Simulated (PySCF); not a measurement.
This PySCF input asks for the NMR shieldings of `C[Si@@H](O)NCCN`, C$_{3}$H$_{12}$N$_{2}$OSi; the geometry comes from GFN2-xTB.

```python
import basis_set_exchange as bse
import numpy as np
from pyscf import gto, dft
from pyscf.prop import nmr

atoms = """
C    -1.978288    1.395510   -0.129484
Si   -1.723349   -0.455707    0.210851
O    -2.954529   -1.158939   -0.595275
N    -0.266713   -1.195516   -0.352392
C     1.034630   -0.907655    0.193821
C     1.673218    0.362886   -0.379796
N     2.937403    0.627786    0.285821
H    -3.008264    1.686116    0.048981
H    -1.348931    2.004044    0.513356
H    -1.742841    1.650962   -1.159465
H    -1.764467   -0.759567    1.644065
H    -3.012118   -2.109654   -0.629876
H    -0.211575   -1.381850   -1.344371
H     1.701133   -1.758673    0.005380
H     0.933659   -0.788595    1.272539
H     1.767876    0.250976   -1.475710
H     1.008033    1.207958   -0.186527
H     3.359704    1.475253   -0.077291
H     3.585615   -0.136082    0.123047
"""
names = dict.fromkeys(["C", "Si", "O", "N", "H"], "pcSseg-1")
basis = {el: gto.basis.parse(bse.get_basis(n, elements=[el], fmt="nwchem")) for el, n in names.items()}
mol = gto.M(atom=atoms, basis=basis, charge=0, verbose=0)
mf = dft.RKS(mol, xc="PBE0")
mf.grids.level = 2
mf.grids.alignment = dft.numint.BLKSIZE   # the property module wants whole blocks of grid points
mf.conv_tol = 1e-9
mf.kernel()

calc = nmr.RKS(mf)   # GIAO
C = mf.mo_coeff
Co = C[:, mf.mo_occ > 0]
resp = mf.gen_response(singlet=True, hermi=2)
def vind(x):   # induced exchange potential for any number of trial vectors
    d = np.einsum("pi,xij,qj->xpq", C, 2 * x.reshape(-1, C.shape[1], Co.shape[1]), Co, optimize=True)
    return np.einsum("xpq,pi,qj->xij", resp(d - d.transpose(0, 2, 1)), C, Co, optimize=True).ravel()
mo1, _ = nmr.rhf.solve_mo1(calc, with_cphf=vind)
sigma = calc.kernel(mo1)
for i, s in enumerate(sigma):   # ppm
    print("%2d %-2s %9.2f" % (i, mol.atom_pure_symbol(i), np.trace(s) / 3))
```

Question: What are the results?

Answer: 
```
 0 C     183.29
 1 Si    361.92
 2 O     297.52
 3 N     219.48
 4 C     139.88
 5 C     132.28
 6 N     234.20
 7 H      31.32
 8 H      31.83
 9 H      31.68
10 H      26.59
11 H      30.38
12 H      31.39
13 H      28.90
14 H      28.78
15 H      28.69
16 H      29.08
17 H      30.95
18 H      31.61
```

These numbers come from an equivalent density-fitted implementation of the same equations, which agrees with the script to about 0.01 ppm for H and up to a few tenths of a ppm for heavy atoms, so last digits may differ.

Question: Turn these shieldings into chemical shifts. Chemical shifts δ = σref − σ; TMS for $^{13}$C (σ = 186.93 ppm) and $^{29}$Si (σ = 349.16 ppm) and $^{1}$H (σ = 31.72 ppm); H2O for $^{17}$O (σ = 336.08 ppm); NH3 for $^{15}$N (σ = 267.73 ppm), all at this level.

Answer: Averaging equivalent atoms: C 5: 54.6; C 4: 47.0; C 0: 3.6; Si 1: -12.8; O 2: 38.6; N 3: 48.2; N 6: 33.5; H 10: 5.12; H 15: 3.02; H 14: 2.94; H 13: 2.82; H 16: 2.64; H 11: 1.34; H 17/18: 0.44; H 12: 0.32; H 7/8/9: 0.11 ppm. Experimental scales use liquid or dissolved standards, which lie at an offset from isolated NH3 (liquid NH3: subtract about 20 ppm) and H2O (liquid H2O: subtract about 36 ppm).

Size and cost of the density-fitted run: 186 basis functions, 36 s wall time on 1 thread of an Arm Neoverse V1, shared host; peak memory 0.83 GiB.
